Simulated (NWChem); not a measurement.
System: C3H7O2, doublet; SMILES O(C)C[CH]O

The following NWChem deck was run.

```
start job
memory heap 200 mb stack 900 mb global 1100 mb
geometry units angstroms noautosym nocenter noautoz
  C      0.253998     2.119429    -0.015243
  O      0.332030     0.751369     0.327943
  C     -0.844666     0.015246    -0.001788
  C     -0.516499    -1.427510     0.194439
  O      0.695609    -1.846194    -0.275819
  H     -0.549353     2.629011     0.538725
  H      1.211586     2.573731     0.251838
  H      0.075814     2.259321    -1.093304
  H     -1.119726     0.246776    -1.053724
  H     -1.696995     0.313890     0.629609
  H     -1.289290    -2.186893     0.135965
  H      1.275117    -1.061984    -0.236427
end
basis spherical
  C library def2-svp
  O library def2-svp
  H library def2-svp
end
dft
  odft
  mult 2
  xc b3lyp
  iterations 150
  mulliken
end
task dft energy
esp
  recalculate
  probe 0.07
  range 0.3
  factor 1.0
  spacing 0.02
end
task esp
```

Excerpt of the output:

```
             Northwest Computational Chemistry Package (NWChem) 7.3.0
             --------------------------------------------------------

                             Geometry "geometry" -> ""
                             -------------------------

 Output coordinates in angstroms (scale by  1.889725989 to convert to a.u.)

  No.       Tag          Charge          X              Y              Z
 ---- ---------------- ---------- -------------- -------------- --------------
    1 C                    6.0000     0.25399800     2.11942900    -0.01524300
    2 O                    8.0000     0.33203000     0.75136900     0.32794300
    3 C                    6.0000    -0.84466600     0.01524600    -0.00178800
    4 C                    6.0000    -0.51649900    -1.42751000     0.19443900
    5 O                    8.0000     0.69560900    -1.84619400    -0.27581900
    6 H                    1.0000    -0.54935300     2.62901100     0.53872500
    7 H                    1.0000     1.21158600     2.57373100     0.25183800
    8 H                    1.0000     0.07581400     2.25932100    -1.09330400
    9 H                    1.0000    -1.11972600     0.24677600    -1.05372400
   10 H                    1.0000    -1.69699500     0.31389000     0.62960900
   11 H                    1.0000    -1.28929000    -2.18689300     0.13596500
   12 H                    1.0000     1.27511700    -1.06198400    -0.23642700

 Effective nuclear repulsion energy (a.u.)     184.4115667343

                                 NWChem DFT Module
                                 -----------------

 Summary of "ao basis" -> "ao basis" (spherical)
 ------------------------------------------------------------------------------
       Tag                 Description            Shells   Functions and Types
 ---------------- ------------------------------  ------  ---------------------
 C                          def2-svp                 6       14   3s2p1d
 O                          def2-svp                 6       14   3s2p1d
 H                          def2-svp                 3        5   2s1p

            General Information
            -------------------
          SCF calculation type: DFT
          Wavefunction type:  spin polarized.
          No. of atoms     :    12
          No. of electrons :    41
           Alpha electrons :    21
            Beta electrons :    20
          Charge           :     0
          Spin multiplicity:     2
          Use of symmetry is: off; symmetry adaption is: off
          Maximum number of iterations: 150
          AO basis - number of functions:   105
                     number of shells:    51
          Convergence on energy requested:  1.00D-06
          Convergence on density requested:  1.00D-05
          Convergence on gradient requested:  5.00D-04

              XC Information
              --------------
                         B3LYP Method XC Potential
                     Hartree-Fock (Exact) Exchange  0.200
                        Slater Exchange Functional  0.800 local
                    Becke 1988 Exchange Functional  0.720 non-local
              Lee-Yang-Parr Correlation Functional  0.810
                  VWN I RPA Correlation Functional  0.190 local

             Grid Information
             ----------------
          Grid used for XC integration:  medium
          Radial quadrature: Mura-Knowles
          Angular quadrature: Lebedev.
          Tag              B.-S. Rad. Rad. Pts. Rad. Cut. Ang. Pts.
          ---              ---------- --------- --------- ---------
          C                   0.70       49          12.0       434
          O                   0.60       49          12.0       434
          H                   0.35       45          13.0       434
          Grid pruning is: on
          Number of quadrature shells:   560
          Spatial weights used:  Erf1

      Superposition of Atomic Density Guess
      -------------------------------------

 Sum of atomic energies:        -265.75169238

      Non-variational initial energy
      ------------------------------

 Total energy =    -268.348369
 1-e energy   =    -726.667462
 2-e energy   =     273.907526
 HOMO         =      -0.093574
 LUMO         =       0.100809

     ---------------------------------------------
      Total Density - Mulliken Population Analysis
     ---------------------------------------------

    Atom       Charge   Shell Charges
 -----------   ------   -------------------------------------------------------
    1 C    6     5.88   1.99  0.93  0.20  1.86  0.86  0.05
    2 O    8     8.64   1.99  1.09  0.70  2.95  1.89  0.01
    3 C    6     5.81   1.99  0.94  0.16  1.82  0.84  0.06
    4 C    6     5.90   1.99  0.96  0.30  1.74  0.85  0.05
    5 O    8     8.51   1.99  1.10  0.63  2.97  1.80  0.01
    6 H    1     0.94   0.69  0.22  0.02
    7 H    1     0.92   0.69  0.21  0.02
    8 H    1     0.94   0.69  0.22  0.02
    9 H    1     0.94   0.68  0.23  0.02
   10 H    1     0.93   0.69  0.22  0.02
   11 H    1     0.93   0.69  0.22  0.02
   12 H    1     0.67   0.53  0.09  0.06

     --------------------------------------------
      Spin Density - Mulliken Population Analysis
     --------------------------------------------

    Atom       Charge   Shell Charges
 -----------   ------   -------------------------------------------------------
    1 C    6     0.01   0.00  0.00 -0.00  0.00  0.00  0.00
    2 O    8     0.01   0.00  0.00 -0.00  0.01  0.00  0.00
    3 C    6     0.05   0.00  0.00 -0.00  0.02  0.02  0.01
    4 C    6     0.74   0.00  0.01  0.03  0.38  0.31  0.00
    5 O    8     0.11   0.00  0.00 -0.00  0.09  0.02  0.00
    6 H    1     0.00   0.00  0.00  0.00
    7 H    1     0.00   0.00  0.00  0.00
    8 H    1     0.00   0.00  0.00  0.00
    9 H    1     0.06   0.04  0.03  0.00
   10 H    1     0.01   0.01 -0.00 -0.00
   11 H    1     0.01   0.01  0.00  0.01
   12 H    1     0.00   0.00  0.00  0.00

   convergence    iter        energy       DeltaE   RMS-Dens  Diis-err
 ---------------- ----- ----------------- --------- --------- ---------
 d= 0,ls=0.0,diis     1   -268.6168355073 -4.53D+02  5.26D-03  1.65D-01
                                                     5.04D-03  1.63D-01
 d= 0,ls=0.0,diis     2   -268.6192299384 -2.39D-03  2.84D-03  1.96D-01
                                                     2.79D-03  1.96D-01
 d= 0,ls=0.0,diis     3   -268.6915474887 -7.23D-02  7.59D-04  1.85D-02
                                                     6.93D-04  1.84D-02
 d= 0,ls=0.0,diis     4   -268.6979239957 -6.38D-03  2.51D-04  1.07D-03
                                                     2.22D-04  1.04D-03
 d= 0,ls=0.0,diis     5   -268.6983753725 -4.51D-04  6.48D-05  9.49D-05
                                                     5.61D-05  8.53D-05
  Resetting Diis
 d= 0,ls=0.0,diis     6   -268.6984108312 -3.55D-05  2.91D-05  1.14D-05
                                                     3.01D-05  1.41D-05
 d= 0,ls=0.0,diis     7   -268.6984159862 -5.15D-06  2.44D-05  2.22D-06
                                                     2.19D-05  1.95D-06
 d= 0,ls=0.0,diis     8   -268.6984153725  6.14D-07  1.30D-05  4.35D-06
                                                     1.30D-05  4.58D-06
 d= 0,ls=0.0,diis     9   -268.6984171553 -1.78D-06  2.74D-06  8.25D-08
                                                     2.38D-06  5.51D-08
 d= 0,ls=0.0,diis    10   -268.6984171937 -3.84D-08  1.63D-06  1.86D-08
                                                     1.63D-06  2.57D-08

         Total DFT energy =     -268.698417193728
      One electron energy =     -730.818677711671
           Coulomb energy =      313.752108046388
    Exchange-Corr. energy =      -36.043414262704
 Nuclear repulsion energy =      184.411566734258

 Numeric. integr. density =       40.999997154272

                    DFT Final Alpha Molecular Orbital Analysis
                    ------------------------------------------

 Vector   19  Occ=1.000000D+00  E=-3.363624D-01
              MO Center=  9.7D-02,  1.7D-01,  1.4D-01, r^2= 3.1D+00
   Bfn.  Coefficient  Atom+Function         Bfn.  Coefficient  Atom+Function
  ----- ------------  ---------------      ----- ------------  ---------------
    18      0.307676   2 O  px               21      0.218449   2 O  px
    32     -0.213620   3 C  px               61      0.209169   5 O  py
    47     -0.202028   4 C  py               17      0.188074   2 O  s
    20      0.182326   2 O  pz               19     -0.178479   2 O  py
    91      0.140902  10 H  s                22     -0.134285   2 O  py

 Vector   20  Occ=1.000000D+00  E=-2.742891D-01
              MO Center=  8.3D-03,  9.1D-01,  1.7D-01, r^2= 1.9D+00
   Bfn.  Coefficient  Atom+Function         Bfn.  Coefficient  Atom+Function
  ----- ------------  ---------------      ----- ------------  ---------------
    20      0.521441   2 O  pz               23      0.392766   2 O  pz
    18     -0.197788   2 O  px               71     -0.177503   6 H  s
    91     -0.177921  10 H  s                81      0.174262   8 H  s
    86      0.155894   9 H  s                21     -0.148551   2 O  px
    72     -0.146088   6 H  s                82      0.145431   8 H  s

 Vector   21  Occ=1.000000D+00  E=-1.665313D-01
              MO Center= -2.9D-01, -1.4D+00,  1.6D-01, r^2= 1.8D+00
   Bfn.  Coefficient  Atom+Function         Bfn.  Coefficient  Atom+Function
  ----- ------------  ---------------      ----- ------------  ---------------
    48      0.539700   4 C  pz               51      0.437504   4 C  pz
    62     -0.355127   5 O  pz               65     -0.318482   5 O  pz
    45      0.234993   4 C  s                87      0.217131   9 H  s
    86      0.156182   9 H  s                17     -0.122661   2 O  s
    46      0.121676   4 C  px               35      0.104861   3 C  px

 Vector   22  Occ=0.000000D+00  E= 5.202866D-02
              MO Center= -3.9D-01,  1.3D+00, -2.6D-01, r^2= 5.9D+00
   Bfn.  Coefficient  Atom+Function         Bfn.  Coefficient  Atom+Function
  ----- ------------  ---------------      ----- ------------  ---------------
     3      1.530195   1 C  s                31      1.121376   3 C  s
    82     -0.864679   8 H  s                72     -0.858432   6 H  s
    87     -0.754861   9 H  s                92     -0.745818  10 H  s
    77     -0.648214   7 H  s                 8      0.511290   1 C  py
    35     -0.432651   3 C  px              102     -0.363059  12 H  s

 Vector   23  Occ=0.000000D+00  E= 8.395862D-02
              MO Center=  4.3D-01, -3.0D-01, -1.1D-01, r^2= 6.0D+00
   Bfn.  Coefficient  Atom+Function         Bfn.  Coefficient  Atom+Function
  ----- ------------  ---------------      ----- ------------  ---------------
   102      1.067004  12 H  s                31      1.030054   3 C  s
     3      0.743201   1 C  s                59     -0.732021   5 O  s
    17     -0.664407   2 O  s                92     -0.620281  10 H  s
    97     -0.520078  11 H  s                72     -0.473632   6 H  s
    50     -0.415255   4 C  py               87     -0.378356   9 H  s

 Vector   24  Occ=0.000000D+00  E= 9.075730D-02
              MO Center= -4.2D-01,  8.1D-01,  6.9D-02, r^2= 9.5D+00
   Bfn.  Coefficient  Atom+Function         Bfn.  Coefficient  Atom+Function
  ----- ------------  ---------------      ----- ------------  ---------------
     3      1.939341   1 C  s                77     -1.155650   7 H  s
    31     -1.131706   3 C  s                97      1.081282  11 H  s
    92      0.849537  10 H  s                72     -0.730714   6 H  s
    87      0.693645   9 H  s                82     -0.645605   8 H  s
    45     -0.615777   4 C  s                49      0.422578   4 C  px

                     DFT Final Beta Molecular Orbital Analysis
                     -----------------------------------------

 Vector   18  Occ=1.000000D+00  E=-3.371744D-01
              MO Center=  2.4D-01,  8.4D-01,  1.6D-01, r^2= 2.4D+00
   Bfn.  Coefficient  Atom+Function         Bfn.  Coefficient  Atom+Function
  ----- ------------  ---------------      ----- ------------  ---------------
    18      0.404411   2 O  px               21      0.275504   2 O  px
    17      0.205553   2 O  s                 4     -0.197425   1 C  px
    76     -0.190368   7 H  s                32     -0.183256   3 C  px
    20      0.165958   2 O  pz               19     -0.162956   2 O  py
    71      0.140022   6 H  s                62      0.139018   5 O  pz

 Vector   19  Occ=1.000000D+00  E=-3.238163D-01
              MO Center=  2.7D-01, -1.4D+00, -5.6D-02, r^2= 2.1D+00
   Bfn.  Coefficient  Atom+Function         Bfn.  Coefficient  Atom+Function
  ----- ------------  ---------------      ----- ------------  ---------------
    62     -0.338750   5 O  pz               61      0.331206   5 O  py
    65     -0.245747   5 O  pz               64      0.220745   5 O  py
    60     -0.189044   5 O  px               33      0.185371   3 C  py
    47     -0.183043   4 C  py               63     -0.153182   5 O  px
    48     -0.147963   4 C  pz               91      0.126750  10 H  s

 Vector   20  Occ=1.000000D+00  E=-2.728008D-01
              MO Center= -7.7D-03,  8.9D-01,  1.6D-01, r^2= 1.9D+00
   Bfn.  Coefficient  Atom+Function         Bfn.  Coefficient  Atom+Function
  ----- ------------  ---------------      ----- ------------  ---------------
    20      0.520390   2 O  pz               23      0.392789   2 O  pz
    18     -0.193368   2 O  px               91     -0.182242  10 H  s
    71     -0.175004   6 H  s                81      0.171953   8 H  s
    86      0.163013   9 H  s                92     -0.146808  10 H  s
    21     -0.145909   2 O  px               72     -0.145642   6 H  s

[...]

                     NWChem Electrostatic Potential Fit Module
                     -----------------------------------------

 Atom parameters

 Number of atoms is                                   12
 Number of basis functions is                        105

 Grid parameters

 Maximum number of grid points is                  43013
 Number of grid points is                          43012
 Grid range                                     0.300000 nm
 Grid spacing                                   0.020000 nm
 Probe radius                                   0.070000 nm
 Atom radius factor                             1.000000

 Atomic radii

    1    0.100000
    6    0.147000
    8    0.136000
 FASTESP  F
  using M.O. file = ./job.movecs

    Atom              Coordinates                           Charge

                                                  ESP

    1 C     0.025400    0.211943   -0.001524    0.216012
    2 O     0.033203    0.075137    0.032794   -0.415612
    3 C    -0.084467    0.001525   -0.000179    0.454812
    4 C    -0.051650   -0.142751    0.019444   -0.217553
    5 O     0.069561   -0.184619   -0.027582   -0.391732
    6 H    -0.054935    0.262901    0.053873   -0.012672
    7 H     0.121159    0.257373    0.025184    0.012920
    8 H     0.007581    0.225932   -0.109330   -0.017344
    9 H    -0.111973    0.024678   -0.105372   -0.035008
   10 H    -0.169700    0.031389    0.062961   -0.067284
   11 H    -0.128929   -0.218689    0.013597    0.130089
   12 H     0.127512   -0.106198   -0.023643    0.343372
                                            ------------
                                               -0.000000

 Dipole moment                                  0.979948

 Quadrupole moment Qxx                          4.268538
                   Qyy                         -0.370552
                   Qzz                         -3.897986

 RMS deviation kJ/mol                           0.067439

 RRMS %                                        35.004713
```

Level: B3LYP/def2-SVP, spin-unrestricted. All runs use the structure optimised with B3LYP/6-31G* (spherical d), spin-unrestricted. No stability test was run on the SCF state. B3LYP is NWChem's, with the RPA form of VWN correlation.
